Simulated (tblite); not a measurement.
Species: C7H13FSi.
Numbering: `[CH2:1]=[C:2]=[CH:3][C@@H:4]([CH2:5][CH2:6][CH3:7])[SiH2:8][F:9]` (hydrogens: H10, H11 on C1; H12 on C3; H13 on C4; H14, H15 on C5; H16, H17 on C6; H18, H19, H20 on C7; H21, H22 on Si8)

Computed with GFN2-xTB (tblite), gas phase: L-BFGS steps from a force-field or distance-geometry start until the largest atomic force falls under 0.01 eV/Å.

Geometry at step 9:
```
atom  x, y, z in Å
C1     -3.1504    1.7227   -0.6277
C2     -2.2850    0.9350   -0.0721
C3     -1.3984    0.1683    0.4831
C4     -0.4567   -0.7204   -0.2756
C5      0.9893   -0.4914    0.1793
C6      1.4762    0.9263   -0.1142
C7      2.9432    1.1081    0.2641
Si8    -0.9972   -2.5405   -0.0891
F9      0.0559   -3.4276   -0.9351
H10    -4.1781    1.4344   -0.7844
H11    -2.8869    2.7196   -0.9496
H12    -1.2889    0.1496    1.5604
H13    -0.5269   -0.4527   -1.3370
H14     1.0707   -0.6800    1.2537
H15     1.6341   -1.2002   -0.3446
H16     1.3516    1.1348   -1.1806
H17     0.8627    1.6432    0.4375
H18     3.5728    0.4165   -0.2938
H19     3.0950    0.9222    1.3262
H20     3.2740    2.1211    0.0420
H21    -2.2767   -2.8088   -0.7349
H22    -0.8908   -3.0611    1.2716
```

**Question.** What forces act on the atoms?

**Answer.** 
```json
{"atom": "C1", "Fx (eV/Å)": "0.005", "Fy (eV/Å)": "0.012", "Fz (eV/Å)": "0.008"}
{"atom": "C2", "Fx (eV/Å)": "-0.038", "Fy (eV/Å)": "0.077", "Fz (eV/Å)": "0.084"}
{"atom": "C3", "Fx (eV/Å)": "0.021", "Fy (eV/Å)": "0.092", "Fz (eV/Å)": "-0.011"}
{"atom": "C4", "Fx (eV/Å)": "-0.086", "Fy (eV/Å)": "-0.074", "Fz (eV/Å)": "-0.039"}
{"atom": "C5", "Fx (eV/Å)": "-0.006", "Fy (eV/Å)": "-0.010", "Fz (eV/Å)": "-0.006"}
{"atom": "C6", "Fx (eV/Å)": "0.049", "Fy (eV/Å)": "0.017", "Fz (eV/Å)": "-0.024"}
{"atom": "C7", "Fx (eV/Å)": "0.005", "Fy (eV/Å)": "0.008", "Fz (eV/Å)": "-0.008"}
{"atom": "Si8", "Fx (eV/Å)": "-0.024", "Fy (eV/Å)": "-0.148", "Fz (eV/Å)": "-0.039"}
{"atom": "F9", "Fx (eV/Å)": "0.020", "Fy (eV/Å)": "0.004", "Fz (eV/Å)": "0.026"}
{"atom": "H10", "Fx (eV/Å)": "0.029", "Fy (eV/Å)": "-0.071", "Fz (eV/Å)": "-0.078"}
{"atom": "H11", "Fx (eV/Å)": "-0.005", "Fy (eV/Å)": "-0.002", "Fz (eV/Å)": "0.074"}
{"atom": "H12", "Fx (eV/Å)": "-0.013", "Fy (eV/Å)": "0.050", "Fz (eV/Å)": "-0.001"}
{"atom": "H13", "Fx (eV/Å)": "0.017", "Fy (eV/Å)": "-0.016", "Fz (eV/Å)": "-0.003"}
{"atom": "H14", "Fx (eV/Å)": "0.024", "Fy (eV/Å)": "-0.041", "Fz (eV/Å)": "-0.036"}
{"atom": "H15", "Fx (eV/Å)": "0.043", "Fy (eV/Å)": "-0.023", "Fz (eV/Å)": "0.053"}
{"atom": "H16", "Fx (eV/Å)": "-0.006", "Fy (eV/Å)": "0.004", "Fz (eV/Å)": "0.031"}
{"atom": "H17", "Fx (eV/Å)": "0.008", "Fy (eV/Å)": "-0.009", "Fz (eV/Å)": "-0.021"}
{"atom": "H18", "Fx (eV/Å)": "-0.038", "Fy (eV/Å)": "0.003", "Fz (eV/Å)": "0.007"}
{"atom": "H19", "Fx (eV/Å)": "-0.025", "Fy (eV/Å)": "0.010", "Fz (eV/Å)": "-0.020"}
{"atom": "H20", "Fx (eV/Å)": "-0.026", "Fy (eV/Å)": "-0.022", "Fz (eV/Å)": "0.019"}
{"atom": "H21", "Fx (eV/Å)": "0.045", "Fy (eV/Å)": "0.055", "Fz (eV/Å)": "0.067"}
{"atom": "H22", "Fx (eV/Å)": "0.003", "Fy (eV/Å)": "0.084", "Fz (eV/Å)": "-0.082"}
```

The largest, 0.15 eV/Å, acts on Si8; the rms over all components is 0.044 eV/Å. The forces sum to zero within rounding, as they must for an isolated molecule in no field.

**Question.** Give the force on Si8 in Eh/bohr and in nN.

**Answer.** 0.155 eV/Å ÷ 51.422 = 0.00301 Eh/bohr, and 0.155 eV/Å × 1.602 = 0.25 nN.

**Question.** How far is this geometry from the end of the optimisation?

**Answer.** 0.013 eV above it, and 0.036 Å rms away after alignment. The bonds farthest from their final lengths, with half the difference of the two atoms' forces along the bond (positive lengthens):

```json
{"bond": "Si8–H22", "now (Å)": "1.461", "final (Å)": "1.456", "force along bond (eV/Å)": "-0.06"}
{"bond": "Si8–H21", "now (Å)": "1.458", "final (Å)": "1.454", "force along bond (eV/Å)": "-0.07"}
{"bond": "C3–C4", "now (Å)": "1.501", "final (Å)": "1.504", "force along bond (eV/Å)": "+0.02"}
{"bond": "C6–C7", "now (Å)": "1.526", "final (Å)": "1.524", "force along bond (eV/Å)": "-0.02"}
{"bond": "Si8–F9", "now (Å)": "1.616", "final (Å)": "1.614", "force along bond (eV/Å)": "-0.04"}
```

The angle farthest from its final value is C4–Si8–H22, 114.2° against 112.5°.

What follows is the cost of the whole relaxation. Time: 0.33 s wall. Hardware: one thread of an Arm Neoverse V2, shared host with 96 logical CPUs at a one-minute load of 48.
